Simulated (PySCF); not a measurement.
Compound: C4H5ClO2.
Structure used (PBE0-D3(BJ)/def2-SVP), in Å, numbered top down from 1:
```
atom  x, y, z in Å
O1    -1.5558   -2.1231    0.3679
C2    -1.2027   -1.0284    0.0813
O3    -1.7869   -0.1459   -0.7660
C4    -0.7334    0.8291   -0.5723
C5    -0.0346   -0.1010    0.4207
C6     1.3362   -0.6250    0.0758
Cl7    2.5544    0.6762    0.1887
H8    -0.1878    1.0173   -1.5084
H9    -1.1317    1.7689   -0.1670
H10   -0.0678    0.2454    1.4649
H11    1.6323   -1.4275    0.7642
H12    1.3708   -1.0162   -0.9511
```

Level: CAM-B3LYP/def2-SVPD in PySCF, non-relativistic, on one gas-phase PBE0-D3(BJ)/def2-SVP geometry that isn't relaxed in the solvent. The solvent is an IEF-PCM continuum (van der Waals radii × 1.2), and excitations are vertical TDDFT with non-equilibrium linear response and a frozen core. The model holds no explicit solvent molecules, cavitation or dispersion.

```tsv
run	E − E(gas) (kcal/mol)	HOMO (eV)	HOMO–LUMO gap (eV)	dipole (D)	lowest singlet (eV)	static polarisability (au)
gas	0.00	-9.91	10.44	2.53	5.89	65.3
P	-6.35	-9.89	10.58	2.97	6.01	79.5
Q	-4.02	-9.90	10.53	2.81	5.96	73.8
```

Problem. The runs were made in benzene and chloroform. Which run belongs to which solvent?

Solution. P = chloroform, Q = benzene. The dielectric constants are 2.271 (benzene), 4.711 (chloroform), and the energy falls further as ε rises. The optical constants n² used for the excitations are 2.25, 2.09 in the same order. In this model the ground state sees the solvent through ε alone.

Problem. How constant is the ratio of the lowering to (ε − 1)/(2ε + 1)?

Solution. 
| solvent | (ε − 1)/(2ε + 1) | E − E(gas) (kcal/mol) | ratio (kcal/mol) | polarisation term (kcal/mol) |
| --- | --- | --- | --- | --- |
| benzene | 0.229 | -4.02 | -17.5 | -4.34 |
| chloroform | 0.356 | -6.35 | -17.8 | -7.17 |

The ratio changes by +1.8 % in size from benzene to chloroform. The polarisation term is half the interaction of the solute with the induced surface charges.

Hardware: an x86-64 server with one thread, on a shared host. Cost: 43 s. This is the whole response run at CAM-B3LYP/def2-SVPD in chloroform, SCF included.
